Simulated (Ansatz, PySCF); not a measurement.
C2H9NSi2, SMILES CN(C)[Si][SiH3] (connectivity only; charge and spin as stated), neutral, multiplicity 1. Atoms are numbered in the order given.

```xyz
14

Si     0.7828     0.4029     0.9041
N      0.3448    -1.0284     0.0416
C      1.1407    -2.2324     0.2693
C     -0.7210    -1.2729    -0.9178
H      0.5124    -3.0515     0.6632
H      1.6034    -2.5825    -0.6711
H      1.9400    -2.0255     0.9956
H     -0.3053    -1.5999    -1.8881
H     -1.3953    -2.0707    -0.5575
H     -1.3232    -0.3732    -1.0926
Si    -0.8862     1.9112     0.0687
H     -0.7027     3.2584     0.6933
H     -2.2818     1.4595     0.3828
H     -0.8074     2.0936    -1.4182
```
Charge 0, spin multiplicity 1.

The structure is a stationary point at ωB97X-D3(BJ)/def2-SVP. The values are those of a single conformer.

Two levels are set side by side: PBE-D3(BJ)/def2-SVP (Ansatz, a first-principles code) and ωB97X-D3(BJ)/def2-SVP (PySCF). Each level has its own optimised geometry; the coordinates shown are those of the second. Frequencies come from the Hessian of PySCF at each geometry. Differences are taken from unrounded values.

```json
[
 {"quantity": "mean bond length (Å)", "ωB97X-D3(BJ)": "1.397"},
 {"quantity": "bond Si1–N2 (Å)", "ωB97X-D3(BJ)": "1.727"},
 {"quantity": "bond Si1–Si11 (Å)", "ωB97X-D3(BJ)": "2.400"},
 {"quantity": "bond N2–C3 (Å)", "ωB97X-D3(BJ)": "1.461"},
 {"quantity": "bond N2–C4 (Å)", "ωB97X-D3(BJ)": "1.455"},
 {"quantity": "bond C3–H5 (Å)", "ωB97X-D3(BJ)": "1.105"},
 {"quantity": "bond C3–H6 (Å)", "ωB97X-D3(BJ)": "1.105"},
 {"quantity": "bond C3–H7 (Å)", "ωB97X-D3(BJ)": "1.100"},
 {"quantity": "bond C4–H8 (Å)", "ωB97X-D3(BJ)": "1.105"},
 {"quantity": "bond C4–H9 (Å)", "ωB97X-D3(BJ)": "1.105"},
 {"quantity": "bond C4–H10 (Å)", "ωB97X-D3(BJ)": "1.097"},
 {"quantity": "bond Si11–H12 (Å)", "ωB97X-D3(BJ)": "1.496"},
 {"quantity": "bond Si11–H13 (Å)", "ωB97X-D3(BJ)": "1.500"},
 {"quantity": "bond Si11–H14 (Å)", "ωB97X-D3(BJ)": "1.500"},
 {"quantity": "highest harmonic wavenumber (cm⁻¹)", "ωB97X-D3(BJ)": "3200"},
 {"quantity": "mean harmonic wavenumber (cm⁻¹)", "ωB97X-D3(BJ)": "1329"},
 {"quantity": "zero-point energy (kcal/mol)", "ωB97X-D3(BJ)": "68.37"}
]
```

**Question.** What does PBE-D3(BJ) give, and how far is it from ωB97X-D3(BJ)? (The exact figures need the calculation; the answer reports its results.)

**Answer.** 
```
quantity                            PBE-D3(BJ)  PBE-D3(BJ) minus ωB97X-D3(BJ)
----------------------------------  ----------  -----------------------------
mean bond length (Å)                     1.409                          0.013
bond Si1–N2 (Å)                          1.756                          0.029
bond Si1–Si11 (Å)                        2.436                          0.036
bond N2–C3 (Å)                           1.463                          0.002
bond N2–C4 (Å)                           1.456                          0.002
bond C3–H5 (Å)                           1.114                          0.009
bond C3–H6 (Å)                           1.114                          0.009
bond C3–H7 (Å)                           1.108                          0.008
bond C4–H8 (Å)                           1.114                          0.009
bond C4–H9 (Å)                           1.114                          0.009
bond C4–H10 (Å)                          1.105                          0.008
bond Si11–H12 (Å)                        1.509                          0.013
bond Si11–H13 (Å)                        1.515                          0.015
bond Si11–H14 (Å)                        1.515                          0.015
highest harmonic wavenumber (cm⁻¹)        3084                           -116
mean harmonic wavenumber (cm⁻¹)           1268                            -61
zero-point energy (kcal/mol)             65.24                          -3.14
```

GGA bonds tend to be longer and softer than those of functionals with exact exchange. Differences between two approximate levels are no errors against the true value.
